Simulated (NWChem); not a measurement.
# HfSClF; SMILES [F][Hf](=[S])[Cl]

Computed with NWChem. Medium grid unless said otherwise, to which SCAN and Minnesota functionals are sensitive. All runs use the structure optimised with PBE0/def2-SVP. def2 effective core potentials on Hf; no spin-orbit coupling.

### Question
Order these by “orbital gap (eV)”, lowest first: LC-wPBE (HJS exchange hole, range parameter 0.4 per bohr)/def2-SVP; B3LYP/def2-SVP; HCTH/407/def2-SVP.

### Answer
HCTH/407/def2-SVP (1.75), B3LYP/def2-SVP (3.08), LC-wPBE (HJS exchange hole, range parameter 0.4 per bohr)/def2-SVP (8.24)
